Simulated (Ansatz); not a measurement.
Z-matrix (Å, degrees):
```
Si
Ga 1 2.271
O 1 1.645 2 55.7
H 1 1.488 2 123.6 3 102.8
H 1 1.488 2 123.6 3 -102.8
H 2 1.554 1 163.5 3 -0.0
```

The species carries charge 0 and has multiplicity 1.

(1) List the PBE0/def2-TZVPP orbital energies in eV (Ansatz 0.2.0). (Best estimate.)

Answers

(1) The calculation gave: Occupied: -10147.51, -1803.24, -1253.37, -1109.54, -1109.47, -1109.43, -521.98, -151.64, -145.47, -104.62, -104.42, -104.33, -100.18, -100.11, -100.09, -26.69, -23.64, -23.64, -23.55, -23.52, -23.23, -14.35, -12.58, -10.62, -10.61, -9.71, -8.46, -6.49. Lowest empty: -1.67, -1.29, -0.07, 1.59, 1.73, 2.60, 2.78, 4.15.
